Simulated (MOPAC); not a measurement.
A run for MOPAC: PM3 on C2H3B (SMILES BC#C), a point of a bond scan (R = 1.070 Å).

```
PM3 1SCF PRECISE CHARGE=0 THREADS=1
C2H3B

B     -1.19336207 1    -0.05181280 1    -0.71503351 1
C      0.09242682 1     0.00401294 1     0.05537990 1
C      1.12928729 1     0.04903083 1     0.67664147 1
H      2.04113857 1     0.08862114 1     1.22300057 1
H     -1.87851028 1     0.76954178 1    -0.67142618 1
H     -1.44997504 1    -1.00862318 1    -1.37338029 1
```

It printed:

```
*******************************************************************************
 **                                                                           **
 **                              MOPAC v23.2.5                                **
 **                                                                           **
 *******************************************************************************
 ** MOPAC's Digital Object Identifier: https://doi.org/10.5281/zenodo.6511958 **
 **                                                                           **
 ** Please cite the open-source release paper for use of this MOPAC version:  **
 ** J. E. Moussa and J. J. P. Stewart (2026)                                  **
 ** MOPAC: An open-source semiempirical molecular orbital program             **
 ** J. Open Source Softw., 11(119), 8025, https://doi.org/10.21105/joss.08025 **
 *******************************************************************************

                              PM3 CALCULATION RESULTS

 *******************************************************************************
 *  PM3        - The PM3 Hamiltonian to be used
 *
 *
 *
 *                 CHARGE ON SYSTEM = 0
 *
 *
 *
 *  PRECISE    - TIGHTER CRITERIA TO BE USED
 *  1SCF       - DO 1 SCF AND THEN STOP
 *  THREADS=1  - MULTI-THREADING NOT USED
 *  T=         - A TIME OF 172800.0 SECONDS REQUESTED
 *  DUMP=N     - RESTART FILE WRITTEN EVERY 7200.0 SECONDS REQUESTED
 *******************************************************************************
PM3 1SCF PRECISE CHARGE=0 THREADS=1
 C2H3B

   ATOM   CHEMICAL          X               Y               Z
  NUMBER   SYMBOL      (ANGSTROMS)     (ANGSTROMS)     (ANGSTROMS)

     1       B         -1.19336207  *  -0.05181280  *  -0.71503351  *
     2       C          0.09242682  *   0.00401294  *   0.05537990  *
     3       C          1.12928729  *   0.04903083  *   0.67664147  *
     4       H          2.04113857  *   0.08862114  *   1.22300057  *
     5       H         -1.87851028  *   0.76954178  *  -0.67142618  *
     6       H         -1.44997504  *  -1.00862318  *  -1.37338029  *



          CARTESIAN COORDINATES

    NO.       ATOM           X           Y           Z

     1         B         -1.1934     -0.0518     -0.7150
     2         C          0.0924      0.0040      0.0554
     3         C          1.1293      0.0490      0.6766
     4         H          2.0411      0.0886      1.2230
     5         H         -1.8785      0.7695     -0.6714
     6         H         -1.4500     -1.0086     -1.3734

  H: (PM3): J. J. P. STEWART, J. COMP. CHEM. 10, 209 (1989).
  B: (PM3): J. J. P. STEWART, J. MOL. MOD., 10, 155-164 (2004)
  C: (PM3): J. J. P. STEWART, J. COMP. CHEM. 10, 209 (1989).

           Empirical Formula: C2 H3 B  =     6 atoms



      MOLECULAR POINT GROUP   :   C2v


      RHF CALCULATION, NO. OF DOUBLY OCCUPIED LEVELS = 7


 -------------------------------------------------------------------------------
 PM3 1SCF PRECISE CHARGE=0 THREADS=1
 C2H3B



     1SCF WAS SPECIFIED, SO BFGS WAS NOT USED
     SCF FIELD WAS ACHIEVED


                              PM3 CALCULATION
                                                       MOPAC v23.2.5 Linux




          FINAL HEAT OF FORMATION =         73.18040 KCAL/MOL =     306.18678 KJ/MOL


          COSMO AREA              =         88.39 SQUARE ANGSTROMS
          COSMO VOLUME            =         70.18 CUBIC ANGSTROMS

          IONIZATION POTENTIAL    =         10.922539 EV
          HOMO LUMO ENERGIES (EV) =        -10.923 -0.674
          NO. OF FILLED LEVELS    =          7
          MOLECULAR WEIGHT        =         37.8557         POINT GROUP:  C2v

          MOLECULAR DIMENSIONS (Angstroms)

            Atom       Atom       Distance
            H     6    H     4     4.48698
            H     5    H     4     1.89225
            B     1    C     2     0.00000


          SCF CALCULATIONS        =          1





   ATOM   CHEMICAL          X               Y               Z
  NUMBER   SYMBOL      (ANGSTROMS)     (ANGSTROMS)     (ANGSTROMS)

     1       B         -1.19336207  *  -0.05181280  *  -0.71503351  *
     2       C          0.09242682  *   0.00401294  *   0.05537990  *
     3       C          1.12928729  *   0.04903083  *   0.67664147  *
     4       H          2.04113857  *   0.08862114  *   1.22300057  *
     5       H         -1.87851028  *   0.76954178  *  -0.67142618  *
     6       H         -1.44997504  *  -1.00862318  *  -1.37338029  *

                             CARTESIAN COORDINATES

   1    B       -1.193362070    -0.051812800    -0.715033510
   2    C        0.092426820     0.004012940     0.055379900
   3    C        1.129287290     0.049030830     0.676641470
   4    H        2.041138570     0.088621140     1.223000570
   5    H       -1.878510280     0.769541780    -0.671426180
   6    H       -1.449975040    -1.008623180    -1.373380290


           Empirical Formula: C2 H3 B  =     6 atoms



      MOLECULAR POINT GROUP   :   C2v


                  EIGENVALUES
 -32.02884 -24.02949 -18.48690 -15.14940 -14.54221 -12.04286 -10.92254  -0.67385
   1.56186   2.54044   2.67604   3.96531   4.06474   4.64441   6.30008


              NET ATOMIC CHARGES AND DIPOLE CONTRIBUTIONS

  ATOM NO.   TYPE          CHARGE      No. of ELECS.   s-Pop       p-Pop
    1          B          -0.030207        3.0302     1.04977     1.98044
    2          C          -0.179453        4.1795     1.21086     2.96859
    3          C          -0.094946        4.0949     1.23000     2.86494
    4          H           0.190622        0.8094     0.80938
    5          H           0.051384        0.9486     0.94862
    6          H           0.062601        0.9374     0.93740
 DIPOLE           X         Y         Z       TOTAL
 POINT-CHG.     0.548    -0.051     0.289     0.621
 HYBRID         0.574     0.065     0.365     0.684
 SUM            1.122     0.014     0.654     1.299


          ATOMIC ORBITAL ELECTRON POPULATIONS

     Atom    s        px        py        pz
    1  B   1.04977   0.70979   0.84502   0.42564
    2  C   1.21086   0.99390   0.96700   1.00770
    3  C   1.23000   0.94567   1.02058   0.89869
    4  H   0.80938
    5  H   0.94862
    6  H   0.93740

 **********************
 *                    *
 * JOB ENDED NORMALLY *
 *                    *
 **********************




 == MOPAC DONE ==
```

The run finished.

Cost: roughly 0.03 core-seconds.
